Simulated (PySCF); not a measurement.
C5H3O3 (doublet state).
SMILES with atom numbers: `[O:1]=[C:2]([OH:3])[c:4]1[c:5][o:6][cH:7][cH:8]1` (hydrogens: H9 on O3; H10 on C7; H11 on C8)

The calculation used PBE0-D3(BJ)/def2-SVP geometry optimisation, gas phase (PySCF).

List the bond lengths, angles and torsions at this level.

| bond | length (bohr) | order |
| --- | --- | --- |
| O1=C2 | 2.274 | double |
| C2–O3 | 2.536 | single |
| C2–C4 | 2.772 | single |
| C4–C5 | 2.582 | aromatic |
| C5–O6 | 2.471 | aromatic |
| O6–C7 | 2.597 | aromatic |
| C7–C8 | 2.566 | aromatic |
| C4–C8 | 2.727 | aromatic |
| O3–H9 | 1.831 | single |
| C7–H10 | 2.053 | single |
| C8–H11 | 2.056 | single |

Orders are formal, as drawn. A selection of angles:
| angle | degrees |
| --- | --- |
| O1–C2–O3 | 123.1 |
| O1–C2–C4 | 125.2 |
| O3–C2–C4 | 111.7 |
| C2–O3–H9 | 106.2 |
| C2–C4–C5 | 126.6 |
| C2–C4–C8 | 129.9 |
| C5–C4–C8 | 103.5 |
| C4–C5–O6 | 113.5 |
| C5–O6–C7 | 106.6 |
| O6–C7–C8 | 109.7 |
| O6–C7–H10 | 115.8 |
| C8–C7–H10 | 134.5 |
| C7–C8–H11 | 127.4 |
| C4–C8–C7 | 106.6 |
| C4–C8–H11 | 126.0 |

Torsions: O1–C2–C4–C5 0° (synperiplanar); H9–O3–C2–O1 0° (synperiplanar).

C7 (carbon bonded to C, O and H) is planar (angles 134.5°, 115.8° and 109.7°, sum 360.0°, 0.00 Å off the plane of its three neighbours). C5 (carbon bonded to C and O) is bent (angle 113.5°). The 8 heavy atoms lie in one plane (0.001 Å rms). O6 (oxygen bonded to 2 C) is bent (angle 106.6°). The 4 C–C bonds span 1.358 Å (C7–C8, aromatic) to 1.467 Å (C2–C4, drawn single), a spread of 0.109 Å. C4 (carbon bonded to 3 C) is planar (angles 129.9°, 126.6° and 103.5°, sum 360.0°, 0.00 Å off the plane of its three neighbours). C2 (carbon bonded to C and 2 O) is planar (angles 125.2°, 123.1° and 111.7°, sum 360.0°, 0.00 Å off the plane of its three neighbours).

Point group: Cs (every atom within 0.08 Å of its image). Whether it is a minimum is left open (no frequencies). ⟨S²⟩ = 0.766 (exact for a doublet: 0.75). Torsions: O1–C2–O3–H 0°, O1–C2–C4–C5 0°.

One conformer stands for the species.
